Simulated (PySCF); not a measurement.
Adding and removing an electron: AsF

PBE0; basis As cc-pVTZ-PP with ECP10, F cc-pVTZ; scalar-relativistic core potentials; PySCF 2.14. Neutral (UKS): triplet (π ↑↑), Re = 1.741 Å, ωe = 695 cm⁻¹, De = 4.17 eV, HOMO -6.73 eV, LUMO -2.64 eV.

AsF⁺ (UKS): doublet (π ↑), Re = 1.660 Å, ωe = 838 cm⁻¹, De = 4.67 eV to As⁺ + F. The energies at the minima are -432.20691 hartree for AsF and -431.86081 for AsF⁺.

Q: Work out the adiabatic ionisation energy, without and with harmonic zero-point energies (1 hartree = 27.2114 eV, 1 eV = 8065.5 cm⁻¹), and the change of the bond length.

A: At PBE0: 0.34610 hartree = 9.418 eV between the minima; the zero-point term (838.0 − 695.0)/2 cm⁻¹ = +0.009 eV makes it 9.427 eV. Re changes by -8.1 pm against the neutral. The electron leaves a π orbital, and the shorter bond of the ion fits an antibonding orbital, or a change in how ionic the bond is.

Spin–orbit coupling is left out. For an ion De counts to the pair picked by the measured ionisation energies or electron affinities, which need not be the lowest pair at this level. States were picked by a PBE0 search and need not be the measured ground states.
